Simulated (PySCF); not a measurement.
**Curvature of the energy in the electron number along the 5d series**

Calculated with PySCF 2.14, in def2-TZVP with the def2 core potential (60 electrons), ECP: one orbital is emptied in steps, and each cell gives the departure of E from the straight line at half an electron, in eV (from a cubic fit). The exact functional gives zero.

| species | orbital | LDA | PBE | PBE0 | BHandHLYP | UHF |
| --- | --- | --- | --- | --- | --- | --- |
| Ta | 6s beta | -0.70 | -0.67 | -0.47 | -0.37 | 0.04 |
| W | 6s beta | -0.73 | -0.70 | -0.49 | -0.38 | 0.04 |
| Re | 6s beta | -0.75 | -0.71 | -0.50 | -0.40 | 0.04 |
| Ir | 6s beta | -0.84 | -0.82 | -0.58 | -0.41 | 0.06 |
| Au | 6s alpha | -0.91 | -0.89 | -0.64 | -0.42 | 0.06 |
| Hg | 6s beta | -0.95 | -0.93 | -0.66 | -0.43 | 0.09 |

Problem. How does the mean departure depend on the functional?

Solution. LDA -0.81 eV; PBE -0.79 eV; PBE0 -0.56 eV; BHandHLYP -0.40 eV; UHF 0.06 eV. Semilocal functionals are convex (delocalisation error), Hartree-Fock is concave or straight, and exact exchange removes curvature roughly in proportion to its share, so among the functionals the range-separated hybrids usually come closest to zero.

No spin-orbit coupling is included.
